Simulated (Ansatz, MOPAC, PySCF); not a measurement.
Species: BSiH2F2, net charge 0, doublet state. SMILES: FB(F)[SiH2]
Geometry: optimised at B3LYP-D3(BJ)/def2-TZVP (Ansatz, a first-principles code).

Unscaled harmonic wavenumbers (cm⁻¹) in rising order, each level at the stationary point that it reaches from this structure (no distance between atoms moves by over 0.3 Å); the order of modes can differ between levels, and a negative number is imaginary. B3LYP-D3(BJ)/def2-TZVP (PySCF, at the structure above): 197, 205, 315, 393, 505, 570, 621, 930, 1215, 1348, 2241, 2266.

PM6 (MOPAC): 60, 173, 324, 338, 472, 534, 576, 840, 1228, 1299, 2033, 2071. Zero-point energy 14.2 against 15.4 kcal/mol; where all levels lie over 400 cm⁻¹, the wavenumbers are on average 0.937 times those of B3LYP-D3(BJ)/def2-TZVP.

HF/3-21G (Ansatz): 179, 220, 369, 420, 555, 610, 648, 973, 1344, 1544, 2310, 2325. Zero-point energy 16.4 against 15.4 kcal/mol; where all levels lie over 400 cm⁻¹, the wavenumbers are on average 1.071 times those of B3LYP-D3(BJ)/def2-TZVP.
